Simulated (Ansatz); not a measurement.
A run on C4H10Si (`CC(C)=C[SiH3]`) with other settings.

```yaml
crystal:
  periodic: [false, false, false]
  atoms:
    - {symbol: C, position_ang: [-1.315128, -0.507281, 0.451011]}
    - {symbol: C, position_ang: [0.172894, -0.359327, 0.426477]}
    - {symbol: C, position_ang: [0.901980, -1.180892, 1.442528]}
    - {symbol: C, position_ang: [0.812054, 0.442969, -0.432185]}
    - {symbol: Si, position_ang: [0.013046, 1.506112, -1.729774]}
    - {symbol: H, position_ang: [-1.712609, -0.227854, 1.432420]}
    - {symbol: H, position_ang: [-1.814750, 0.103450, -0.302523]}
    - {symbol: H, position_ang: [-1.599856, -1.551539, 0.284790]}
    - {symbol: H, position_ang: [0.575266, -0.921220, 2.455265]}
    - {symbol: H, position_ang: [1.981146, -1.039695, 1.379786]}
    - {symbol: H, position_ang: [0.681524, -2.245477, 1.309312]}
    - {symbol: H, position_ang: [1.898424, 0.477441, -0.363647]}
    - {symbol: H, position_ang: [1.073217, 2.238785, -2.471984]}
    - {symbol: H, position_ang: [-0.770815, 0.704364, -2.711391]}
    - {symbol: H, position_ang: [-0.918290, 2.509263, -1.140587]}
basis:
  gaussian: {orbitals: def2-TZVPP, final_grid: {core_spheres: 5, valence_spheres: 4, degree: 11}}
total_charge: 1
magnetization: {spin_polarized: true, initial_magnetization: 1}
hamiltonian: {xc: {name: B2PLYP}}
scf: {lower_state_search: off}
```

```sh
$ ansatz run in.yaml --threads 4 --pin off --events-out ev --progress --plain --max-ram 10444MiB
```

Output, abridged:

```
Functional definition: B2PLYP
1759 factors; integrals over basis functions are off by at most 1.1e-3 eV
mean field evaluation 1: about -12151.6020 eV, gradient 5.1e1 eV
mean field evaluation 2: about -12151.7543 eV, gradient 5.1e1 eV
mean field evaluation 4: about -12166.3329 eV, gradient 5.5e0 eV
mean field evaluation 8: about -12166.7221 eV, gradient 1.3e0 eV
mean field evaluation 16: about -12166.7734 eV, gradient 3.6e-3 eV
mean field -12166.77343086 eV, -447.1206766490 hartree, gradient 6.3e-6 eV, S^2 0.754405; 0 other end points of the search recorded, 0 dependent functions left out
9 core orbitals not correlated: weight in the atoms' cores, before any rotation towards them, 1.000 or more for the frozen orbitals, at most 0.000 for the correlated occupied ones
reference -12166.77356059 eV, -447.1206814162 hartree; 15, 14 occupied and 282, 283 virtual orbitals, 1759 factors
second order -24.86382903 eV of doubles, -0.00000000 eV of singles
Total energy: -12173.48679442 eV, -447.3673882093 hartree
Checks for a lower state left out: stability, starts, cluster_reference, orbital_swaps, neighbouring_geometries, increment
```

Hardware: 4 threads of an Arm Neoverse V2 on a shared host. Wall time 6 s, peak host memory 0.98 GiB.
